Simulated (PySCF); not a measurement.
C₂H₂Cl₂F₂, SMILES FC(F)C(Cl)Cl.

Geometry: PBE0-D3(BJ)/def2-SVP. The values are those of a single conformer.

Two levels are set side by side: TDDFT-PBE/def2-SVPD (PySCF) and TDDFT-CAM-B3LYP/def2-SVPD (PySCF). Vertical, same geometry. The lowest singlet is HOMO→LUMO 97 % with PBE and HOMO→LUMO 78 % with the other functional; states are paired by order. Differences are taken from unrounded values.

| quantity | TDDFT-PBE |
|---|---|
| lowest singlet excitation (eV) | 6.30 |
| lowest triplet excitation (TDA) (eV) | 5.90 |

Problem. These are the TDDFT-PBE values. What does TDDFT-CAM-B3LYP give? (An estimate is asked for; the answer gives what the named calculation found.)

Solution. 
| quantity | TDDFT-CAM-B3LYP | TDDFT-PBE minus TDDFT-CAM-B3LYP |
|---|---|---|
| lowest singlet excitation (eV) | 7.13 | -0.83 |
| lowest triplet excitation (TDA) (eV) | 6.43 | -0.53 |

Functionals without exact exchange tend to place singlet excitations lower, as here. Differences between two approximate levels are no errors against the true value.

Rough cost on one machine, each run with all the roots and properties that it gave: TDDFT-CAM-B3LYP against TDDFT-PBE about 9 times.
